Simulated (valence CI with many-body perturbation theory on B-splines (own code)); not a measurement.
## Pt LVIII: what the settings do

Computed by configuration interaction combined with many-body perturbation theory (CI+MBPT): three valence electrons over a frozen Dirac-Fock core [Ar], radial functions for each j: 6 s, 6 p, 5 d, 5 f, 1 g, with the one-electron correlation potential Σ1, the two-electron term Σ2, the three-electron term Σ3, Breit, model QED; selected CI, second order for the rest, scaled by the run's own slope (own B-spline code, finite nucleus).

No measured spectrum was set against this ion. As an estimate, large intervals hold to a few tenths of a per cent, small ones and those within an open d or f shell to about a per cent. The list stops below the first excitations out of the core. Only levels of the ground parity were solved; by the run's estimate the other parity begins above the list, which can be wrong where configurations are misplaced.

The reference run has the lowest level (3d3/2^3) J=3/2 and an ionisation energy of 5800.58 eV. Its largest variational space holds 2182 state functions.

Levels are named by their leading jj configuration (3d3/2^4 stands for four electrons in 3d with j = 3/2), which in mixed levels can hold well under half, so a name can repeat and another be missing. Letters in brackets count levels of one name in rising energy.

Changed runs:
A. hole-hole ladder in Σ2 on → off; factor on the speed of light 1 → 10; QED terms on → off
B. Davidson tolerance 2e-05 → 0.0003
C. size limit of the variational space 10000 → 3000; second order for the rest on → off
D. Davidson iteration limit 60 → 1 (bad on purpose)

Excitation energies of the reference run in cm⁻¹, and shifts in cm⁻¹:

```tsv
Level	Reference	A	B	C	D
(3d3/2^2 3d5/2) J=5/2 [a]	693087	-690483	0	+0.1	+1.2
(3d3/2^2 3d5/2) J=3/2	746567	-621536	0	0	+1.5
(3d3/2^2 3d5/2) J=9/2	777089		0	+0.1	+3.1
(3d3/2^2 3d5/2) J=7/2	780714		0	0	+5.0
(3d3/2^2 3d5/2) J=1/2	793358	-669449	0	0	-4.1
(3d3/2^2 3d5/2) J=5/2 [b]	1000550		0	+0.2	+1.9
(3d3/2 3d5/2^2) J=7/2 [a]	1460060		0	0	+1.1
(3d3/2 3d5/2^2) J=9/2	1500530		0	0	+0.2
(3d3/2 3d5/2^2) J=3/2 [a]	1546920		0	+0.1	+0.2
(3d3/2 3d5/2^2) J=1/2	1572590	-1394100	0	0	-4.1
(3d3/2 3d5/2^2) J=11/2	1581240	-1401573	0	+0.1	-4.1
(3d3/2 3d5/2^2) J=5/2 [a]	1583040	-1387116	0	+0.1	+0.8
Ionisation energy (eV)	5800.58	-68.09	0	0	-0.0005
```

A blank means that the level has no clear partner in that run.

No effect on these energies: B.

Run D: The Davidson iterations stopped at their limit.
